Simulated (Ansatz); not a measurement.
Relaxation of CH₄FNOSi (9 atoms, charge 0, multiplicity 1), to a largest force component of 0.02 eV/Å in at most 50 steps.

Computed with RKS B3LYP-D4/def2-SVP in Ansatz.

```xyz
9
Properties=species:S:1:pos:R:3
F -0.560 1.784 0.602
C 0.091 1.050 -0.261
N 0.821 -0.007 0.406
Si -0.404 -1.021 0.239
O -0.723 0.066 -0.981
H 0.691 1.665 -0.963
H 1.592 -0.371 -0.199
H 0.008 -2.328 -0.265
H -1.426 -0.884 1.405
```

Question: Where does it end, and by what steps?

Answer: It converged. After 17 steps the energy has fallen by 1.688 eV; H7 moved furthest, 1.12 Å.

```tsv
step	energy less start (eV)	largest force component (eV/Å)	accepted
0	0.0000	7.374	yes
1	-1.0848	2.748	yes
2	-1.3670	0.948	yes
3	-1.5091	1.113	yes
4	-1.5927	0.964	yes
5	-1.6275	0.629	yes
6	-1.6437	0.517	yes
7	-1.6660	0.171	yes
8	-1.6740	0.323	yes
9	-1.6793	0.412	yes
10	-1.6815	0.242	yes
11	-1.6831	0.090	yes
12	-1.6848	0.076	yes
13	-1.6168	1.977	no
14	-1.6870	0.135	yes
15	-1.6877	0.055	yes
16	-1.6882	0.026	yes
17	-1.6882	0.011	yes
```

```xyz
9
Properties=species:S:1:pos:R:3
F -0.128 2.053 0.394
C 0.125 0.975 -0.420
N 0.902 -0.041 0.236
Si -0.476 -1.099 0.194
O -1.059 0.256 -0.669
H 0.552 1.392 -1.351
H 1.732 0.173 0.773
H -0.366 -2.329 -0.632
H -1.193 -1.427 1.457
```

Whether the end is a true minimum wasn't checked by a vibrational analysis.

Run time: 61 s on 2 threads of Intel(R) Xeon(R) Platinum 8488C (Sapphire Rapids) (shared host), peak memory 0.19 GiB.
